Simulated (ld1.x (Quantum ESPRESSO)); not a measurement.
**Which change was made? (H, TM)**

```
Element                 : hydrogen (H)
Generator               : ld1.x (Quantum ESPRESSO) 7.5
Type                    : norm-conserving Troullier–Martins (Kleinman–Bylander form)
Functional              : PBEsol
Relativity              : non-relativistic
Frozen core             : none
Valence charge          : 1
Reference configuration : 1s1
Partial waves           : 1s (bound): rc 1.55 bohr; 2p channel at 0.4 Ry: rc 1.45 bohr
Local potential         : all-electron potential smoothed inside 1.20 bohr (lloc = -2)
Core correction         : none
```

Cutoffs, loose and tight: the cutoffs (Ry, on a coarse ladder) from which the occupation-weighted sum of valence levels, in a spherical-Bessel basis at the reference potential, stays within 10 and 1 mRy of its value at 400 Ry. They do not see the model core or the augmentation charge, which bear on the density cutoff. Test errors are all-electron minus pseudo excitation energies from the reference, over the configurations 1s0.5; variants that change the core or the reference have their own tests.

The base gives: outcome: generated; cutoff, loose: 15 Ry; cutoff, tight: 25 Ry; bound ghosts: none.

**Question.** After one change the result is: outcome: generated; cutoff, loose: 12 Ry; cutoff, tight: 18 Ry; bound ghosts: none. Which change was it?
A. all radii scaled by about 0.77 (s 1.20, p 1.12 bohr); local potential all-electron potential smoothed inside 0.92 bohr (lloc = -2)
B. all radii scaled by about 0.91 (s 1.42, p 1.32 bohr); local potential all-electron potential smoothed inside 1.10 bohr (lloc = -2)
C. all radii scaled by about 1.38 (s 2.14, p 2.00 bohr); local potential all-electron potential smoothed inside 1.66 bohr (lloc = -2)
D. all radii scaled by about 1.21 (s 1.88, p 1.76 bohr); local potential all-electron potential smoothed inside 1.46 bohr (lloc = -2)

**Answer.** D. The others give: all radii scaled by about 1.38 (s 2.14, p 2.00 bohr); local potential all-electron potential smoothed inside 1.66 bohr (lloc = -2) → outcome: generated; cutoff, loose: 10 Ry; cutoff, tight: 18 Ry; bound ghosts: none | all radii scaled by about 0.77 (s 1.20, p 1.12 bohr); local potential all-electron potential smoothed inside 0.92 bohr (lloc = -2) → outcome: generated; cutoff, loose: 21 Ry; cutoff, tight: 40 Ry; bound ghosts: none | all radii scaled by about 0.91 (s 1.42, p 1.32 bohr); local potential all-electron potential smoothed inside 1.10 bohr (lloc = -2) → outcome: generated; cutoff, loose: 18 Ry; cutoff, tight: 30 Ry; bound ghosts: none.
